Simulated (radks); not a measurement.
Results of a calculation; reference values are marked as such.
The platinum anion Pt2-, [Hg], held by a Watson sphere: a shell of charge +2 at radius R that stands for the Madelung well of a crystal (potential energy -2/R inside, -2/r outside, in hartree with lengths in bohr). Code: a radial shooting solver on a logarithmic mesh with Libxc functionals. Model: scalar-relativistic Kohn-Sham, r2SCAN, spin-unpolarised, spherical densities, finite nucleus; meta-GGA in the generalised Kohn-Sham scheme; Fermi nuclear charge, rms radius of each element as measured or else 0.836 A^(1/3) + 0.57 fm.

| R (bohr) | e(5p) (eV) | e(6s) (eV) | e(5d) (eV) | <r> 5d (bohr) | sum of <r^2> (bohr^2) | X-ray form factor at sin(theta)/lambda = 0.1 1/angstrom |
|---|---|---|---|---|---|---|
| 2.98 | -55.944 | -6.926 | -5.648 | 1.818 | 80.85 | 75.004 |
| 3.48 | -55.179 | -6.174 | -4.709 | 1.853 | 85.44 | 74.845 |
| 4.6 | -53.798 | -4.606 | -3.104 | 1.903 | 95.20 | 74.594 |
| 5.86 | -52.704 | -3.308 | -1.911 | 1.940 | 106.2 | 74.432 |
| 6.64 | -52.226 | -2.726 | -1.405 | 1.960 | 113.7 | 74.373 |
